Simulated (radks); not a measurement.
Question: Au4+, 75 electrons, occupied as [Xe] 4f14 5d7. Calculated with a radial shooting solver on a logarithmic mesh with Libxc functionals: scalar-relativistic Kohn-Sham, SCAN, spin-polarised, spherical densities, finite nucleus; open shells are filled with parallel spins first (spin-orbit coupling, left out, can overturn this in heavy ions); meta-GGA in the generalised Kohn-Sham scheme; Fermi nuclear charge, rms radius 5.4371 fm. Some entries of the table are withheld. Estimate them.

orbital,occ.,eigenvalue (hartree),<r> (bohr),<1/r> (bohr^-1)
1s up,1,-2972.784,0.01687,95.71
1s down,1,-2972.783,0.01687,95.71
2s up,1,-527.1875,0.07110,22.47
2s down,1,-527.1805,0.07110,22.47
2p up,3,-455.9623,0.06424,19.98
2p down,3,-455.9553,0.06424,19.98
3s up,1,-126.3859,0.1837,8.335
3s down,1,-126.3829,0.1837,8.335
3p up,3,-105.6070,0.1850,7.597
3p down,3,-105.6031,0.1850,7.598
3d up,5,-83.34893,0.1678,7.141
3d down,5,-83.34195,0.1678,7.141
4s up,1,-29.19113,0.4068,3.565
4s down,1,-29.17767,0.4069,3.564
4p up,3,-22.34563,0.4331,3.222
4p down,3,-22.33335,0.4331,3.222
4d up,5,-14.09228,0.4583,2.887
4d down,5,-14.07839,0.4581,2.887
5s up,1,-6.02521,0.9263,1.456
5s down,1,-5.92457,0.9203,1.468
4f up,7,-4.96693,0.4985,2.462
4f down,7,-4.94907,0.4970,2.466
5p up,3,-4.19951,1.057,1.250
5p down,3,-4.08242,1.052,1.259
5d up,5,-2.07757,(1),(2)
5d down,2,-1.96530,(3),(4)

Answer: 
(1) 5d up <r> (bohr): 1.371
(2) 5d up <1/r> (bohr^-1): 0.9435
(3) 5d down <r> (bohr): 1.382
(4) 5d down <1/r> (bohr^-1): 0.9386
